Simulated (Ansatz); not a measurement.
`C[NH][Al]([F])[Br]` + H₂O → `[OH][Al]([F])[Br]` + CH₃NH₂ at 298.15 K and 1 bar (formal hydrolysis of the Al–N bond).

Computed with Ansatz on PBE0-D4/def2-TZVP structures; ΔE is electronic, products minus reactants. CCSD(T)/CBS is the MP2 limit (def2-TZVPP, def2-QZVPP) plus CCSD(T) − MP2 in def2-TZVPP, frozen cores. This one scheme is used for every species. For Br outer-core shells are correlated without core-valence functions, which leaves a few kJ/mol of doubt a bond. Scalar relativity is left out up to krypton. Each species was taken in one conformer, which may not be the lowest.

| species | CCSD(T)/CBS energy (Eh) | H − E (kJ/mol) | S (J/(mol·K)) |
| --- | --- | --- | --- |
| `C[NH][Al]([F])[Br]` | -3010.47210 | 175.1 | 364.0 |
| H₂O | -76.37941 | 66.4 | 188.7 |
| `[OH][Al]([F])[Br]` | -2991.11301 | 63.0 | 323.1 |
| CH₃NH₂ | -95.75281 | 180.0 | 240.4 |

H − E and S are ideal-gas, rigid-rotor, harmonic terms from PBE0-D4/def2-TZVP, for one conformer and one mirror image of each species. 1 Eh = 2625.50 kJ/mol, R = 8.31446 J/(mol·K).

Problem. By hand: ΔE, ΔH, ΔS and ΔG.

Solution. ΔE = (-2991.11301) + (-95.75281) − (-3010.47210) − (-76.37941) = -0.01431 Eh = -37.6 kJ/mol. Δ(H − E) = 63.0 + 180.0 − 175.1 − 66.4 = 1.5, so ΔH = -36.1 kJ/mol. ΔS = 323.1 + 240.4 − 364.0 − 188.7 = 10.8 J/(mol·K). ΔG = -36.1 − 298.15 × (10.8)/1000 = -39.3 kJ/mol.

Problem. By hand: the equilibrium constant, and the temperature at which ΔG would vanish if ΔH and ΔS stayed fixed.

Solution. log₁₀ K = −ΔG/(RT ln 10) = 6.9. ΔH and −TΔS have one sign here, so there is no such temperature.

The number of gas molecules stays the same, so ΔS is small and ΔH decides. A doubt of 5 kJ/mol in ΔE shifts log₁₀ K by 0.9 here. Other conformers and mirror images would add mixing entropy, several J/(mol·K) or more a flexible species. These are equilibria of isolated gas molecules and say nothing of rates. Largest T1 diagnostic: 0.010 (customary marks: 0.02 for closed shells, 0.045 for open ones).

ΔS is within the doubt of such terms, so its sign, and with it that verdict, could turn.
